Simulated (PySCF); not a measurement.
# GaCl: mean field, correlation and small terms against distance

State: ¹Σ⁺, singlet, closed shell. RHF-based CCSD(T) in PySCF 2.14 with Ga cc-pwCVDZ-PP with ECP10, Cl aug-cc-pV(D+d)Z and Ga cc-pwCVTZ-PP with ECP10, Cl aug-cc-pV(T+d)Z (frozen core orbitals: 9; scalar-relativistic core potentials). Correlation energies are extrapolated as n⁻³ (n = 2, 3), Hartree–Fock as (n+1)·exp(−9√n). CV is the change on freezing 5 orbitals instead, in Ga cc-pwCVTZ-PP with ECP10, Cl cc-pwCVTZ. All energies in eV from Ga + Cl.

```json
{"R (Å)": "1.9626", "HF/CBS": "-3.033", "CCSD corr.": "-1.151", "(T)": "-0.1508", "CV": "-0.0176", "total": "-4.353"}
{"R (Å)": "2.0518", "HF/CBS": "-3.389", "CCSD corr.": "-1.116", "(T)": "-0.1510", "CV": "-0.0142", "total": "-4.670"}
{"R (Å)": "2.1410", "HF/CBS": "-3.562", "CCSD corr.": "-1.089", "(T)": "-0.1519", "CV": "-0.0115", "total": "-4.814"}
{"R (Å)": "2.2302", "HF/CBS": "-3.609", "CCSD corr.": "-1.066", "(T)": "-0.1530", "CV": "-0.0094", "total": "-4.837"}
{"R (Å)": "2.3194", "HF/CBS": "-3.569", "CCSD corr.": "-1.046", "(T)": "-0.1540", "CV": "-0.0078", "total": "-4.776"}
{"R (Å)": "2.4309", "HF/CBS": "-3.440", "CCSD corr.": "-1.023", "(T)": "-0.1550", "CV": "-0.0061", "total": "-4.624"}
{"R (Å)": "2.5424", "HF/CBS": "-3.258", "CCSD corr.": "-1.001", "(T)": "-0.1555", "CV": "-0.0049", "total": "-4.419"}
```

A fit to the total gives Re = 2.2053 Å, De = 4.840 eV, ωe = 367.1 cm⁻¹, Be = 0.1494 cm⁻¹ (masses 68.9256 and 34.9689 u).

Question: At R = 2.2302 Å the CCSD correlation energy is -0.443546 hartree in the smaller basis and -0.696117 in the larger. Extrapolate it.

Answer: (3³·E3 − 2³·E2)/(3³ − 2³) = -0.80246 hartree; the larger basis holds 86.7 % of it.

The T1 diagnostic is 0.015. The open-shell atoms are computed with UHF. Spin–orbit coupling, excitations beyond (T) and corrections to the Born–Oppenheimer picture are left out.
